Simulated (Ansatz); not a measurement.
Ansatz (a quantum-chemistry and plane-wave program) input:

Ansatz 0.2 input:
```yaml
crystal:
  periodic: [false, false, false]
  atoms:
    - {symbol: Ti, position_ang: [-0.06934582, -0.23089053, -0.09931346]}
    - {symbol: F, position_ang: [1.62590970, -0.16557529, -0.19259398]}
    - {symbol: F, position_ang: [-0.63511666, -0.21570900, 1.50272633]}
    - {symbol: F, position_ang: [-0.82128104, 0.94568335, -1.06736612]}
basis:
  gaussian:
    orbitals: def2-TZVP
hamiltonian:
  xc: b3lyp
  dispersion: d3bj
total_charge: 1
phonons: {temperatures: {t_min: 298.15, t_max: 298.15, t_step: 100}}
```

Task: What final total energy does it print?

Result: -1149.01533 Eh (B3LYP-D3(BJ)/def2-TZVP). The basis has 138 functions. The run takes very roughly 40 core-seconds.

The spin state was set by rule; other spins were not relaxed.
